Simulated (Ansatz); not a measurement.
Stretching the Sb1–H2 bond in ClH2Sb (SMILES [Cl][SbH2]) (multiplicity 1 held, fragments rigid). Energies count from the point at 1.719 Å.
Geometry at that point (charge 0, multiplicity 1):
```xyz
4

Sb    -0.33565    -0.34299     0.31866
H     -0.00046    -1.70124    -0.67944
H     -1.71925     0.02483    -0.63200
Cl     1.10811     1.12758    -0.87884
```

Unrestricted levels (U-) break spin symmetry where that is lower. Active spaces are followed from a long bond inwards. Levels need not reach the same state.

Correlated levels freeze the cores. Filled d and f shells under p-block atoms count as core.

Codes used: Ansatz (Gaussian orbitals). Values without a source in brackets are computed. In def2 rows elements past Kr take small-core potentials, without spin–orbit coupling.

### Question
What energy at R = 5.499 Å does FIC-MRCISD+Q on CASSCF(2,2)/def2-SVP give?

### Answer
265 kJ/mol

### Question
Estimate the energy at R = 5.499 Å that SC-NEVPT2 on CASSCF(2,2)/def2-SVP returns for this input.

### Answer
253 kJ/mol

### Question
What is the computed energy at R = 5.499 Å (U-SCS-MP2/def2-SVP)?

### Answer
260 kJ/mol

Doubts at one or more of the structures used: a spin-contaminated determinant (U-SCS-MP2/def2-SVP).

Ansatz is a first-principles code.
